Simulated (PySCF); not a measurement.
**[Ce(H2O)7]3+ at several levels of theory**

Computed with PySCF 2.14.0 (density fitting, no spin-orbit coupling) at the geometry relaxed with BP86:

```xyz
22
[Ce(H2O)7]3+ (singlet in the valence; each metal's 4f electrons, 1 of them, lie in its core potential, out of spins and levels; a saddle point, relaxed within its symmetry)
Ce    0.0001    0.0000    0.0000
O    -0.0013    0.0000    2.5224
H     0.7695    0.0000    3.1389
H    -0.7730    0.0000    3.1379
O    -0.0013    0.0000   -2.5224
H     0.7695    0.0000   -3.1389
H    -0.7730    0.0000   -3.1379
O     2.5681    0.0000    0.0000
H     3.1824    0.0000    0.7691
H     3.1824    0.0000   -0.7691
O     0.7857    2.4299    0.0000
H     0.9568    3.0146    0.7730
H     0.9568    3.0146   -0.7730
O    -2.0700    1.5107    0.0000
H    -2.5455    1.8964    0.7707
H    -2.5455    1.8964   -0.7707
O    -2.0700   -1.5107    0.0000
H    -2.5455   -1.8964    0.7707
H    -2.5455   -1.8964   -0.7707
O     0.7857   -2.4299    0.0000
H     0.9568   -3.0146    0.7730
H     0.9568   -3.0146   -0.7730
```

```csv
level,basis,state,HOMO (eV),gap (eV),charge on Ce1 (e),population of f-type functions on Ce1 (polarisation alone where 4f lies in the core),dipole about the centre of mass (D),largest force component (eV/Å)
BP86,"Ce lcecp-1-SVP with ECP47, O def2-SVP, H def2-SVP",singlet,-18.79,4.91,1.11,0.06,0.02,0.00
CAM-B3LYP,the same,singlet,-22.10,10.39,1.26,0.06,0.02,0.51
BP86,"Ce lcecp-1-TZVP with ECP47, O def2-TZVP, H def2-TZVP",singlet,-18.93,4.98,1.91,0.09,0.02,0.36
PBE0,"Ce def2-SVP with ECP28, O def2-SVP, H def2-SVP",doublet,-19.75,6.04,1.55,1.15,0.00,0.49
```

In the lcecp rows the 4f levels are missing from HOMO and gap, and the state counts the valence alone.

HOMO and gap are taken over both spins. Charges are Mulliken's, which hang on the basis. The relaxation used the grid (50, 194), these runs (75, 302) or, all-electron (x2c bases, spin-free X2C Hamiltonian), (99, 590).

Task: A further run in the first row's basis gives HOMO (eV) -19.57, gap (eV) 6.39, charge on Ce1 (e) 1.29, population of f-type functions on Ce1 (polarisation alone where 4f lies in the core) 0.05, dipole about the centre of mass (D) 0.02, largest force component (eV/Å) 0.39. Which level was it?
A. wB97X
B. revPBE
C. TPSSh

Result: C. The others give HOMO -23.18 eV (wB97X); -18.65 eV (revPBE).

In the first row's basis the gap widens with exact exchange: 4.9 to 5.0 eV for BP86, revPBE (none); 6.4 eV for TPSSh (a fixed share); 10.4 to 12.4 eV for CAM-B3LYP, wB97X (rising or full at long range).

An lcecp potential fixes the number of 4f electrons, so in runs with it no electron can move into or out of that shell.

Rows with open f shells in the valence may stand above their lowest state, and their gaps can end on f levels.
